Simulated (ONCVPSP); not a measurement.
# What one change does to a pseudopotential (hafnium, ONCV)

ONCVPSP 4.0.1 input, shortened (lines: element, Z, core and valence counts, functional; n l f; lmax; l rc ep ncon nbas qcut; lloc lpopt rc5 dvloc0; l nproj debl; icmod fcfact rcfact), PBEsol, scalar-relativistic:

```
  Hf 72.00   12    2  -116133      upf
    1    0    2.00
    2    0    2.00
    2    1    6.00
    3    0    2.00
    3    1    6.00
    3    2   10.00
    4    0    2.00
    4    1    6.00
    4    2   10.00
    4    3   14.00
    5    0    2.00
    5    1    6.00
    5    2    2.00
    6    0    2.00
    2
    0    2.85    0.00    4    8    2.10
    1    2.70    0.15    3    8    3.60
    2    2.50    0.00    3    7    7.20
    4    2    1.85    1.00
    0    2    1.30
    1    2    3.80
    2    3    3.00
    0    0.00    0.00
```

In the p channel the program set the typed energies aside and used 0.050, 3.850 Ha.

All-electron outer shells of the reference configuration (PBEsol, scalar-relativistic, ld1.x):

| shell | level (eV) | outermost node (bohr) | outermost maximum (bohr) |
| --- | --- | --- | --- |
| 4f | -16.86 | – | 0.45 |
| 6s | -5.13 | 1.37 | 2.89 |
| 5d | -2.71 | 0.67 | 1.69 |

Change: s: rc 2.48.

Cutoffs: the cutoffs (Ha) at which the residual kinetic energy of the hardest occupied pseudo-wave falls to 1 and 0.1 mHa per electron; they do not see the model core or the augmentation charge, which bear on the density cutoff. Errors are all-electron minus pseudo energies relative to the spin-unpolarised reference configuration.

Problem. Predict the effect on cutoff, ghosts and configuration errors.

Solution. The potential gets softer (12 Ha and 17 Ha → 12 Ha and 15 Ha); of the 3 tests that both files solve, the error grows in 1 and shrinks in 1 by more than 15 % and 0.3 meV (median size 8.1 → 9.5 meV); neither file shows a bound ghost.

| quantity | base | changed |
| --- | --- | --- |
| cutoff, loose | 12 Ha | 12 Ha |
| cutoff, tight | 17 Ha | 15 Ha |
| loose cutoff by channel | s 3.3 Ha, d 12 Ha | s 3.0 Ha, d 12 Ha |
| bound ghosts | none | none |
| GHOST(+) flags under 300 eV | s at 46.4 eV, p at 116.4 eV | s at 42.9 eV, p at 116.4 eV |
| tests with a reliable result | 3 of 4 | 3 of 4 |
| error for 5d2 6s1, meV [ΔE 8.01 eV] | -9.9 | -9.5 |
| error for 5d2 6s0, meV [ΔE 22.17 eV] | +8.1 | +11 |
| error for 5d2.5 6s1.5, meV [ΔE 1.25 eV] | +0.8 | +0.4 |
| p: phases at 2.74 bohr within 0.05 rad from the reference energy up to (Ha; the scan ends near 5) | 2.8 | 2.8 |
| d: phases at 2.53 bohr within 0.05 rad from the reference energy up to (Ha; the scan ends near 5) | to the end of the scan | to the end of the scan |

Base: The cutoffs count occupied waves only; projector 2 of the p channel, the hardest unoccupied one, needs 31 Ha at the loose tolerance. Changed file: The cutoffs count occupied waves only; projector 2 of the s channel, the hardest unoccupied one, needs 34 Ha at the loose tolerance.
